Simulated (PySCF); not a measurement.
Species: CH2Cl3SSi (doublet state).
Z-matrix (Å and degrees, GFN2-xTB geometry), rows numbered from 1:
```
S 
Si  1  2.1429
C   2  1.9467  1  109.08
Cl  3  1.7787  2  111.66  1    56.58
Cl  3  1.7746  2  109.47  1   177.13
Cl  3  1.7931  2  110.02  1   -63.90
H   1  1.3268  2   96.09  3   -42.74
H   2  1.4530  1  108.31  3  -116.41
```

The hyperfine couplings belong to this conformer and change with its torsions.

Identity: `S[SiH]C(Cl)(Cl)Cl` [radical].

Computed, not measured: UKS B3LYP, pcH-1 on C Cl H S Si, non-relativistic, mean-field spin-orbit, GIAO in PySCF 2.14.0. The structure is a single GFN2-xTB conformer in the gas phase; no vibrational or solvent corrections. The geometry wasn't refined by DFT: couplings that depend on bond lengths, twists or pyramidal angles can differ widely from those at the functional's own minimum, by a factor of two or more for some ions and for spin on atoms past the first row. Stability of the SCF solution: not tested.

**Question.** Break the g tensor into its mass correction, gauge correction and orbital-Zeeman/spin–orbit terms.

**Answer.** 
```
                    Δg (ppt)      1      2      3
relativistic mass correction  -0.18  -0.18  -0.18
            gauge correction   0.07   0.01   0.07
   orbital Zeeman/spin–orbit  -1.53   0.05   7.29
                       total  -1.64  -0.11   7.18
```

So g = 2.00068, 2.00221, 2.00950 and g_iso = 2.00413; the tensor is rhombic: the two nearest values differ by 17 % of g3 − g1. 

**Question.** What are the electron Larmor frequencies g μB B/h along the three axes at 1200 mT?

**Answer.** 33.6025, 33.6281, 33.7505 GHz for g1, g2 and g3, a range of 148.0 MHz.

**Question.** How much does each term add to the isotropic shift?

**Answer.** The orbital-Zeeman/spin–orbit term 1.94, the mass correction -0.18 and the gauge correction 0.05 ppt, for a total of 1.81 ppt. The orbital-Zeeman/spin–orbit term is the largest in size. The mass correction is the same along every axis, so the anisotropy comes from the other two: their spans along these axes are 0.06 (gauge) and 8.81 ppt (orbital Zeeman/spin–orbit).

**Question.** In a frozen sample, at which fields do the three g values resonate at 9.5, 34, 94 and 263 GHz (hyperfine left aside), and which band first spreads them over more than twice a line width of 0.5 mT?

**Answer.** 
```
band    GHz  B(g3) mT  B(g2) mT  B(g1) mT  spread mT
   X    9.5    337.77    339.00    339.26       1.49
   Q   34.0   1208.87   1213.27   1214.20       5.32
   W   94.0   3342.17   3354.34   3356.90      14.72
   J  263.0   9350.98   9385.02   9392.16      41.19
```

The spread grows in proportion to the frequency. X band is the first where it exceeds 1.0 mT.

The Mulliken spin populations are largest on Si2 (+0.77) and S1 (+0.14). The angles at Si2 add up to 324.6°, so it is pyramidal.

The HOMO–LUMO gaps are 4.95 eV among the α and 4.39 eV among the β orbitals.
